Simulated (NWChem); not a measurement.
System: GeH₃O₃ cation

```xyz
7

O     -1.6678     0.2033     0.0000
Ge     0.0107     0.0027     0.0000
O      0.6280    -1.5833     0.0000
O      0.8489     1.4762     0.0000
H     -2.2209    -0.5964     0.0000
H      1.5853    -1.7481     0.0000
H      1.8195     1.4895     0.0000
```
Atoms are numbered in this order, from 1.

Results from NWChem. All runs use the structure optimised with PBE0/def2-SVP.

### Question
What does the run give for RPBE/def2-SVP? Quantities: highest occupied level (eV); orbital gap (eV).

### Answer
```
Quantity                      Value
---------------------------  ------
highest occupied level (eV)  -14.11
orbital gap (eV)               5.31
```
